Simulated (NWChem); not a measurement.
System: silylphosphine (SiPH5); SMILES [SiH3]P

NWChem input:

```
start job
memory heap 200 mb stack 900 mb global 1100 mb
geometry units angstroms noautosym nocenter noautoz
  Si    -0.000060     1.085727    -0.022074
  P      0.000061    -1.192147    -0.090963
  H     -1.210923     1.569291    -0.736735
  H      1.206478     1.569612    -0.743800
  H      0.003878     1.656547     1.352534
  H     -1.036736    -1.349928     0.874749
  H      1.042795    -1.349604     0.868390
end
basis spherical
  * library 6-31g*
end
dft
  xc b3lyp
  iterations 150
end
cosmo
  do_cosmo_smd true
  solvent hexane
end
task dft energy
```

Output (shortened):

```
             Northwest Computational Chemistry Package (NWChem) 7.3.0
             --------------------------------------------------------

                             Geometry "geometry" -> ""
                             -------------------------

 Output coordinates in angstroms (scale by  1.889725989 to convert to a.u.)

  No.       Tag          Charge          X              Y              Z
 ---- ---------------- ---------- -------------- -------------- --------------
    1 Si                  14.0000    -0.00006000     1.08572700    -0.02207400
    2 P                   15.0000     0.00006100    -1.19214700    -0.09096300
    3 H                    1.0000    -1.21092300     1.56929100    -0.73673500
    4 H                    1.0000     1.20647800     1.56961200    -0.74380000
    5 H                    1.0000     0.00387800     1.65654700     1.35253400
    6 H                    1.0000    -1.03673600    -1.34992800     0.87474900
    7 H                    1.0000     1.04279500    -1.34960400     0.86839000

 Effective nuclear repulsion energy (a.u.)      89.5967322619

                                 NWChem DFT Module
                                 -----------------

 Summary of "ao basis" -> "ao basis" (spherical)
 ------------------------------------------------------------------------------
       Tag                 Description            Shells   Functions and Types
 ---------------- ------------------------------  ------  ---------------------
 Si                          6-31g*                  8       18   4s3p1d
 P                           6-31g*                  8       18   4s3p1d
 H                           6-31g*                  2        2   2s

 in cosmo_initialize ...
 calling solv_data for solv:hexane

 solvent parameters
 solvname_short: hexane
 solvname_long:  n-hexane
 dielec:        1.8819
 dielecinf:     1.8903
 nonaqueous SMD model solvent descriptors
 dielec:        1.8819
 sola:          0.0000
 solb:          0.0000
 solc:          0.0000
 solg:         25.7500
 solh:          0.0000
 soln:          1.3749

          ---------------
          -cosmo- solvent
          ---------------
 Cosmo: York-Karplus, doi: 10.1021/jp992097l
 dielectric constant -eps-     =   1.88
 screen = (eps-1)/(eps    )    =   0.46862
 surface charge correction     = lagrangian

   van der Waals surface
 --------------------------

 ---------- ATOMIC COORDINATES (A.U.) ------------ VDWR(ANG.) --
     1   -0.00011338    2.05172653   -0.04171381     2.470
     2    0.00011527   -2.25283117   -0.17189515     2.120
     3   -2.28831266    2.96552999   -1.39222728     1.200
     4    2.27991283    2.96613659   -1.40557819     1.200
     5    0.00732836    3.13041992    2.55591865     1.200
     6   -1.95914696   -2.55099402    1.65303592     1.200
     7    1.97059681   -2.55038175    1.64101915     1.200
 number of segments per atom =        128
 number of   points per atom =        128
 atom (   nspa,  nppa )
 ----------------------
    1 (     95,     0 )       0
    2 (     76,     0 )       0
    3 (     32,     0 )       0
    4 (     32,     0 )       0
    5 (     34,     0 )       0
    6 (     52,     0 )       0
    7 (     52,     0 )       0
 number of -cosmo- surface points =      373
 molecular surface =    107.033 angstrom**2
 molecular volume  =     91.736 angstrom**3
 -lineq- algorithm             =   0
 -bem- low  level              =   3
 -bem- from -octahedral-
 gaussian surface charge width =   4.50000
 degree of switching           =   1.00000
 switching function tolerance  =   0.00010
 atomic radii =
 --------------
    1 14.000  2.470
    2 15.000  2.120
    3  1.000  1.200
    4  1.000  1.200
    5  1.000  1.200
    6  1.000  1.200
    7  1.000  1.200
 ...... end of -cosmo- initialization ......

 nat:                     7
 ixmem:                  2814
 calling mnsol_interface()
 G(SMD-CDS) energy (kcal/mol)  =     0.213
 SMD-CDS SASA (angstrom**2)    =   122.620

            General Information
            -------------------
          SCF calculation type: DFT
          Wavefunction type:  closed shell.
          No. of atoms     :     7
          No. of electrons :    34
           Alpha electrons :    17
            Beta electrons :    17
          Charge           :     0
          Spin multiplicity:     1
          Use of symmetry is: off; symmetry adaption is: off
          Maximum number of iterations: 150
          AO basis - number of functions:    46
                     number of shells:    26
          Convergence on energy requested:  1.00D-06
          Convergence on density requested:  1.00D-05
          Convergence on gradient requested:  5.00D-04

              XC Information
              --------------
                         B3LYP Method XC Potential
                     Hartree-Fock (Exact) Exchange  0.200
                        Slater Exchange Functional  0.800 local
                    Becke 1988 Exchange Functional  0.720 non-local
              Lee-Yang-Parr Correlation Functional  0.810
                  VWN I RPA Correlation Functional  0.190 local

             Grid Information
             ----------------
          Grid used for XC integration:  medium
          Radial quadrature: Mura-Knowles
          Angular quadrature: Lebedev.
          Tag              B.-S. Rad. Rad. Pts. Rad. Cut. Ang. Pts.
          ---              ---------- --------- --------- ---------
          Si                  1.10       88           9.0       590
          P                   1.00       88           9.0       590
          H                   0.35       45          10.0       434
          Grid pruning is: on
          Number of quadrature shells:   401
          Spatial weights used:  Erf1

      Superposition of Atomic Density Guess
      -------------------------------------

 Sum of atomic energies:        -631.93859708

      Non-variational initial energy
      ------------------------------

 Total energy =    -632.484599
 1-e energy   =   -1052.602956
 2-e energy   =     330.521625
 HOMO         =      -0.292581
 LUMO         =       0.064233

   convergence    iter        energy       DeltaE   RMS-Dens  Diis-err
 ---------------- ----- ----------------- --------- --------- ---------
     COSMO gas phase
 d= 0,ls=0.0,diis     1   -633.8171952922 -7.23D+02  1.07D-02  1.50D-01
 d= 0,ls=0.0,diis     2   -633.8364190284 -1.92D-02  4.89D-03  1.90D-02
 d= 0,ls=0.0,diis     3   -633.8396777384 -3.26D-03  1.69D-03  4.01D-03
 d= 0,ls=0.0,diis     4   -633.8404759752 -7.98D-04  3.37D-04  1.18D-04
 d= 0,ls=0.0,diis     5   -633.8404992025 -2.32D-05  6.20D-05  3.72D-06
 d= 0,ls=0.0,diis     6   -633.8404999390 -7.37D-07  1.37D-05  2.49D-07
 d= 0,ls=0.0,diis     7   -633.8404999875 -4.85D-08  2.87D-06  8.43D-09

   convergence    iter        energy       DeltaE   RMS-Dens  Diis-err
 ---------------- ----- ----------------- --------- --------- ---------
     COSMO solvation phase
 d= 0,ls=0.0,diis     1   -633.8412237501 -7.24D-04  1.14D-03  2.00D-04
 d= 0,ls=0.0,diis     2   -633.8412938476 -7.01D-05  2.41D-04  6.45D-05
 d= 0,ls=0.0,diis     3   -633.8413063823 -1.25D-05  8.61D-05  4.41D-06
 d= 0,ls=0.0,diis     4   -633.8413072061 -8.24D-07  1.86D-05  4.79D-07
 d= 0,ls=0.0,diis     5   -633.8413073013 -9.52D-08  2.18D-06  3.34D-09

         Total DFT energy =     -633.841307301290
      One electron energy =    -1054.511210944234
           Coulomb energy =      377.147963092002
    Exchange-Corr. energy =      -46.047571345442
 Nuclear repulsion energy =       89.596732261854

             COSMO energy =       -0.027220365470

 Numeric. integr. density =       34.000007592186

                                COSMO-SMD solvation results
                                ---------------------------

             internal energy in gas <Psi(g)|H|Psi(g)> =      -633.840499987544
         internal energy in solvent <Psi(s)|H|Psi(s)> =      -633.840406528261
                               delta internal energy  =         0.000093459283 (    0.06 kcal/mol)
   total free energy in solvent <Psi(s)|H+V/2|Psi(s)> =      -633.841647355222
 polarization energy contribution <Psi(s)|V/2|Psi(s)> =        -0.001240826961 (   -0.78 kcal/mol)
    total free energy in solvent including G(SMD-CDS) =      -633.841307301290
                       G(SMD-CDS) energy contribution =         0.000340053932 (    0.21 kcal/mol)
     1 M fixed-concentration free energy of solvation =        -0.000807313746 (   -0.51 kcal/mol)

                       DFT Final Molecular Orbital Analysis
                       ------------------------------------

 Vector   15  Occ=2.000000D+00  E=-3.501101D-01
              MO Center= -9.2D-04,  1.0D+00, -3.6D-01, r^2= 3.2D+00
   Bfn.  Coefficient  Atom+Function         Bfn.  Coefficient  Atom+Function
  ----- ------------  ---------------      ----- ------------  ---------------
     7      0.373790  1 Si px                38     -0.256377  3 H  s
    40      0.256419  4 H  s                 37     -0.229525  3 H  s
    39      0.229560  4 H  s                 25     -0.174722  2 P  px
     3     -0.155796  1 Si px                44      0.125182  6 H  s
    46     -0.125173  7 H  s                 43      0.103994  6 H  s

 Vector   16  Occ=2.000000D+00  E=-3.285119D-01
              MO Center= -1.2D-04,  2.1D-02, -8.0D-02, r^2= 3.3D+00
   Bfn.  Coefficient  Atom+Function         Bfn.  Coefficient  Atom+Function
  ----- ------------  ---------------      ----- ------------  ---------------
    26     -0.326128  2 P  py                 8      0.301377  1 Si py
    27      0.269041  2 P  pz                 9     -0.175273  1 Si pz
    38      0.159071  3 H  s                 40      0.159032  4 H  s
    44      0.153545  6 H  s                 46      0.153552  7 H  s
    24     -0.135021  2 P  s                 37      0.135150  3 H  s

 Vector   17  Occ=2.000000D+00  E=-2.666679D-01
              MO Center= -1.9D-04, -1.0D+00, -1.6D-01, r^2= 2.7D+00
   Bfn.  Coefficient  Atom+Function         Bfn.  Coefficient  Atom+Function
  ----- ------------  ---------------      ----- ------------  ---------------
    27      0.383939  2 P  pz                26      0.358482  2 P  py
    24     -0.268119  2 P  s                 28     -0.249957  2 P  s
    31      0.240517  2 P  pz                 8     -0.227449  1 Si py
    30      0.209154  2 P  py                42     -0.167735  5 H  s
    23     -0.150436  2 P  pz                22     -0.139367  2 P  py

 Vector   18  Occ=0.000000D+00  E= 7.775612D-03
              MO Center=  2.5D-04,  4.1D-01,  5.2D-02, r^2= 5.7D+00
   Bfn.  Coefficient  Atom+Function         Bfn.  Coefficient  Atom+Function
  ----- ------------  ---------------      ----- ------------  ---------------
    12      1.209027  1 Si py                30      0.988511  2 P  py
    28      0.945490  2 P  s                 10     -0.851885  1 Si s
     8      0.340009  1 Si py                26      0.335609  2 P  py
     6     -0.255177  1 Si s                 13     -0.163465  1 Si pz
    24      0.163199  2 P  s                 42      0.147235  5 H  s

 Vector   19  Occ=0.000000D+00  E= 2.470727D-02
              MO Center=  7.3D-05, -9.4D-01, -6.7D-02, r^2= 3.5D+00
   Bfn.  Coefficient  Atom+Function         Bfn.  Coefficient  Atom+Function
  ----- ------------  ---------------      ----- ------------  ---------------
    29      0.979174  2 P  px                44      0.856101  6 H  s
    46     -0.855974  7 H  s                 25      0.375252  2 P  px
    38      0.263326  3 H  s                 40     -0.263508  4 H  s
    11      0.193759  1 Si px                43      0.172356  6 H  s
    45     -0.172334  7 H  s                 21     -0.132635  2 P  px

 Vector   20  Occ=0.000000D+00  E= 4.472342D-02
              MO Center= -2.4D-06, -1.0D-01, -7.4D-02, r^2= 4.9D+00
   Bfn.  Coefficient  Atom+Function         Bfn.  Coefficient  Atom+Function
  ----- ------------  ---------------      ----- ------------  ---------------
    28      1.429980  2 P  s                 44     -0.877398  6 H  s
    46     -0.877576  7 H  s                 12      0.741155  1 Si py
    42     -0.709318  5 H  s                 31      0.690221  2 P  pz
    13      0.548942  1 Si pz                10     -0.530367  1 Si s
     6      0.487430  1 Si s                 24      0.253545  2 P  s

     Multipole analysis of the density
     ---------------------------------

     L   x y z        total         alpha         beta         nuclear
     -   - - -        -----         -----         ----         -------
     0   0 0 0     -0.000000    -17.000000    -17.000000     34.000000

     1   1 0 0      0.001136     -0.004692     -0.004692      0.010520
     1   0 1 0      0.169548      0.638567      0.638567     -1.107585
     1   0 0 1      0.387509      0.248880      0.248880     -0.110252

     2   2 0 0    -21.496396    -19.826168    -19.826168     18.155940
     2   1 1 0     -0.004296      0.015722      0.015722     -0.035740
     2   1 0 1     -0.003867      0.000565      0.000565     -0.004998
     2   0 2 0    -23.561980    -99.514365    -99.514365    175.466749
     2   0 1 1     -1.515372      1.286451      1.286451     -4.088274
     2   0 0 2    -22.885233    -19.612476    -19.612476     16.339718
```

Level: B3LYP/6-31G* (spherical d), SMD on the gas-phase geometry. The geometry was optimised at B3LYP/6-31G* (spherical d). B3LYP is NWChem's, with the RPA form of VWN correlation. Solvent: n-hexane.
